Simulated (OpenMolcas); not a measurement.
# Ni2+: ligand-field states by method

Ni2+ with its 6 nearest chloride ions at 2.509 Å, on the Y site of Cs2NaYCl6 (a = 10.7396 Å, distance in the model lattice 2.619 Å). The rest of the host is ab initio model potentials to 7.6 Å, with orthogonalisation functions on the cations behind the ligands, and point charges beyond; the distance is set by hand and nothing relaxes, and no local charge compensation is placed. Ligand basis ANO-RCC-VDZP.
```
Ni    0.0000    0.0000    0.0000
Cl    2.5090    0.0000    0.0000
Cl    0.0000    2.5090    0.0000
Cl   -2.5090    0.0000    0.0000
Cl    0.0000   -2.5090    0.0000
Cl    0.0000    0.0000    2.5090
Cl    0.0000    0.0000   -2.5090
```

- Program: OpenMolcas 26.06
- Basis: ANO-RCC-VTZP [6s5p3d2f1g]
- Scalar Hamiltonian: DKH2, point nucleus
- Active space: 8 electrons in 5 orbitals (3d)
- State averaging: 2S+1 = 3 even, 10 roots; 2S+1 = 1 even, 15 roots
- Spin-orbit coupling: state interaction with AMFI integrals over the reference wave functions

I. CASSCF
II. SS-CASPT2, IPEA 0.25 Eh, imaginary shift 0.1 Eh (closed shells correlated: 3s 3p and the ligand valence shells)
III. SS-CASPT2, IPEA 0 Eh, imaginary shift 0.1 Eh (closed shells correlated: 3s 3p and the ligand valence shells)

Spin-free states (labels of O, the rotations of Oh) in cm-1, each column counted from its own energy of the first state listed:

```json
{"State": "3A2", "Degeneracy": "1", "I": "0", "II": "0", "III": "0"}
{"State": "3T2", "Degeneracy": "3", "I": "3649", "II": "5200", "III": "5390"}
{"State": "3T1", "Degeneracy": "3", "I": "6451", "II": "8100", "III": "7780"}
{"State": "1E", "Degeneracy": "2", "I": "17707", "II": "12140", "III": "11690"}
{"State": "1T2", "Degeneracy": "3", "I": "20688", "II": "17050", "III": "16760"}
{"State": "3T1", "Degeneracy": "3", "I": "23682", "II": "20330", "III": "19970"}
{"State": "1A1", "Degeneracy": "1", "I": "27151", "II": "20990", "III": "20140"}
{"State": "1T1", "Degeneracy": "3", "I": "28245", "II": "25110", "III": "25310"}
{"State": "1E", "Degeneracy": "2", "I": "30078", "II": "28130", "III": "28080"}
{"State": "1T2", "Degeneracy": "3", "I": "30813", "II": "28500", "III": "28340"}
{"State": "1A1", "Degeneracy": "1", "I": "65323", "II": "53690", "III": "55470"}
```

From I to II, I's first state of the same spin (3T2) moves from 3649 to 5200 cm-1, by about +1600 cm-1.

From I to II, I's first state of another spin (1E) moves from 17707 to 12140 cm-1, by about -5600 cm-1.

I: A least-squares ligand-field fit to the states below 45000 cm-1, each weighted by its degeneracy and with a free common offset, gives 10Dq = 3703 cm-1, B = 1275 cm-1 and C = 4684 cm-1 (C/B = 3.67), with an rms deviation of 45 cm-1. 

χT at 300 K: I 1.80, II 1.58, III 1.56 cm3 K/mol.

Roots that are degenerate in the reference are averaged as groups; the widest CASPT2 spread within a group is 210 cm-1 (the 3-fold group of multiplicity 1 near 16800 cm-1 above the lowest state of its run, III). Shifts and gaps below about the spread of the groups concerned are not significant. Over all roots computed the reference weight is 0.67 to 0.68 in II, 0.66 to 0.68 in III; a low but even weight reflects the number of correlated electrons. Ligand-to-metal charge-transfer states are missing. Without dynamic correlation the repulsion within the d shell is too large (B by tens of per cent), so at a given field states of lower spin stand too high (holds for I). With no ligand orbital active B as a rule stays too high, so bands that hang on it stand too high and its fall with covalency is understated (holds for I). With metal d orbitals alone and no dynamic correlation the field as a rule comes out too small, by tens of per cent, by up to half for chloride and softer ligands, and the orbital part of g and χT, which goes as 1/10Dq, too large (holds for I). A single d shell leaves out the double-shell effect, which counts most for late 3d ions, where the CASPT2 field can be off either way by tens of per cent (holds for II; III). These CASPT2 states fit no ligand-field parameters well, so their order and spin gaps are uncertain (holds for II; III). For late 3d ions with one d shell CASPT2 can put B and the spin-flip bands somewhat low as well as high (holds for II; III). With one d shell and no ligand orbital active, 10Dq can be off by tens of per cent for divalent 3d ions, low with halides held by bare charges and at times high in hosts, and the orbital part of g and χT goes as 1/10Dq (holds for II; III). Free-ion shares, where given, are those of the reference states; single-state CASPT2 does not remix them (holds for II; III). No measured value stands beside these numbers; the geometry was set by hand and not optimised.
